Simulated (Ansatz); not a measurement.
One change: `[Cl][Al]([Cl])[Br]` becomes `[SH][Al]([Cl])[Br]`.

Ansatz, PBE0-D4/def2-TZVP geometries, multiplicity 1. Each molecule was computed in one conformer, which needn't be the lowest.

Scalar relativity is left out up to krypton.

```csv
property,`[Cl][Al]([Cl])[Br]`
zero-point energy (PBE0-D4/def2-TZVP) / kJ/mol,11.7
HOMO–LUMO gap (ωB97M-V/def2-TZVPP) / eV,11.56
HOMO energy (ωB97M-V/def2-TZVPP) / eV,-11.17
HOMO–LUMO gap (PBE/def2-TZVPP) / eV,5.44
size of the dipole moment (B3LYP/def2-TZVPP) / D,0.16
HOMO energy (PBE0/def2-TZVPP) / eV,-8.96
```

Question: What does the change do to each property? (Estimate.)

Answer: The calculation gave: 
```json
{"property": "zero-point energy (PBE0-D4/def2-TZVP) / kJ/mol", "`[SH][Al]([Cl])[Br]`": "33.1", "shift": "21.4"}
{"property": "HOMO–LUMO gap (ωB97M-V/def2-TZVPP) / eV", "`[SH][Al]([Cl])[Br]`": "11.01", "shift": "-0.55"}
{"property": "HOMO energy (ωB97M-V/def2-TZVPP) / eV", "`[SH][Al]([Cl])[Br]`": "-10.41", "shift": "0.76"}
{"property": "HOMO–LUMO gap (PBE/def2-TZVPP) / eV", "`[SH][Al]([Cl])[Br]`": "5.05", "shift": "-0.39"}
{"property": "size of the dipole moment (B3LYP/def2-TZVPP) / D", "`[SH][Al]([Cl])[Br]`": "1.05", "shift": "0.89"}
{"property": "HOMO energy (PBE0/def2-TZVPP) / eV", "`[SH][Al]([Cl])[Br]`": "-8.24", "shift": "0.72"}
```

With PBE0 the HOMO rises by 0.72 eV and the LUMO rises by 0.23 eV, so the gap narrows by about 0.49 eV. PBE moves the HOMO by 0.63 eV and ωB97M-V by 0.76 eV. The zero-point energy changes by 21.4 kJ/mol with +3 modes. Dipoles are sizes alone; their direction can turn.

B3LYP here is the variant with VWN-RPA as its local correlation; programs differ in this.

Spin–orbit coupling is left out; it splits and shifts lone-pair levels of the heavy atoms by tenths of an eV.
